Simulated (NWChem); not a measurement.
## Ionisation of diselenium (Se2)

```
Se
Se 1 2.1994
```
Charge 0, spin multiplicity 3.

Everything below was run with NWChem. The geometry was optimised at UPBE/def2-SVP, a minimum by its harmonic frequencies.

Basis set: def2-TZVP. The species with one electron less has spin multiplicity 2 and keeps the geometry of the parent. Δ marks differences of total energies (open shells unrestricted). −ε marks an orbital energy of the parent. That orbital need not have the symmetry of the hole or added electron in the Δ rows.

The Hamiltonian is non-relativistic. B3LYP has NWChem's definition, with VWN1-RPA local correlation. The unpaired electrons of the parent sit in orbitals of symmetry b2g and b3g (D2h labels of the run); other states weren't searched. The stability of the SCF solutions was not checked. Open-shell Hartree-Fock references start from PBE0 orbitals.

One of these methods gave a first vertical ionisation energy of 6.57 eV. Which?
(A) ΔB3LYP
(B) −ε(alpha HOMO) of B3LYP
(C) −ε(alpha HOMO) of HF
(D) −ε(alpha HOMO) of PBE

B, −ε(alpha HOMO) of B3LYP. The others give 5.65 (−ε(alpha HOMO) of PBE), 9.87 (−ε(alpha HOMO) of HF), 9.17 (ΔB3LYP).
